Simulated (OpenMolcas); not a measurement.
# Ge3+: from CASSCF to CASPT2

```json
{
  "Program": "OpenMolcas",
  "Basis": "ANO-RCC-VTZP [6s5p3d1f]",
  "Scalar Hamiltonian": "DKH2, point nucleus",
  "Active space": "1 electron in 4 orbitals (4s 4p)",
  "State averaging": "2S+1 = 2 even, 1 root; 2S+1 = 2 odd, 3 roots",
  "Spin-orbit coupling": "state interaction with AMFI integrals over the reference wave functions, term energies averaged over their components"
}
```

Methods on the same reference wave functions:
A. CASSCF
B. SS-CASPT2, IPEA 0.25 Eh, imaginary shift 0.1 Eh (closed shells correlated: 3d)
C. XMS-CASPT2, IPEA 0.25 Eh, imaginary shift 0.1 Eh (closed shells correlated: 3d)

Energies in cm⁻¹ above 4s ²S_1/2, the measured ground level; measured values from Sugar and Musgrove, J. Phys. Chem. Ref. Data 22, 1213 (1993).

| Level | A | B | C | Measured |
| --- | --- | --- | --- | --- |
| 4s ²S_1/2 | 0.0 | 0.0 | 0.0 | 0.0 |
| 4p ²P°_1/2 | 79108 | 81048 | 80924 | 81311 |
| 4p ²P°_3/2 | 81430 | 83370 | 83245 | 84102 |

Deviations, from unrounded energies. A percentage is the sum of absolute deviations over the sum of measured energies, with the sign that they share, or ± where signs differ.

```tsv
Against measurement	Levels	A	B	C
mean absolute deviation (cm-1)	2	2400	500	620
other configurations (%)	2	-2.9	-0.6	-0.8
```

B lies closest to measurement on these levels and A furthest from it. The largest miss of B in the table is 4p ²P°_3/2, by -730 cm-1. The ranking rests on the paired levels alone, and a cruder setting can come out closer through cancelling errors.

Between B and C the level of the table that moves most is 4p ²P°_1/2, by 120 cm-1 (lowest in C, highest in B).

The lowest spin-free term lies below A's lowest term by 0.365 hartree in B, 0.365 hartree in C.

With one active electron the reference holds no correlation, so core polarisation is missing (holds for A). With one active electron, CASPT2 adds the correlation within the correlated inactive shells and between them and that electron, and leaves the splitting within a term as the reference gives it (holds for B; C). Computed and measured levels are paired by configuration, term and J; levels that our copy of the source lacks, or whose pairing is in doubt (as where it misses far off the trend of its configuration), stay unpaired and out of the deviations. Levels of configurations outside the active space are missing.

° marks odd parity.
